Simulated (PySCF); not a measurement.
Computed shifts of a molecule CH₈O₂Si₂, PBE/pcSseg-1 in PySCF, GIAO, gas phase, atoms alike by connectivity averaged where their shifts nearly agree, in ppm (number of nuclei): ¹³C: 58.1 (1). ²⁹Si: -27.3 (1), -37.9 (1). ¹H: 5.49 (3), 5.25 (1), 5.08 (1), 4.08 (2), -0.84 (1). References: ¹⁷O against H2O (σ = 334.3 ppm); ¹³C against TMS (σ = 182.0 ppm); ²⁹Si against TMS (σ = 335.4 ppm); ¹H against TMS (σ = 31.49 ppm), references at their B3LYP-D3(BJ)/def2-TZVP geometries, non-relativistic. The structure is a stationary point at B3LYP-D3(BJ)/def2-SVP. Other conformers were not sampled.

### Question
Identify the compound among the candidates.
A. OC[SiH2]O[SiH3]
B. C[SiH2][SiH](O)O
C. CO[SiH2]O[SiH3]
D. O[SiH2]C[SiH2]O

### Answer
A, OC[SiH2]O[SiH3]
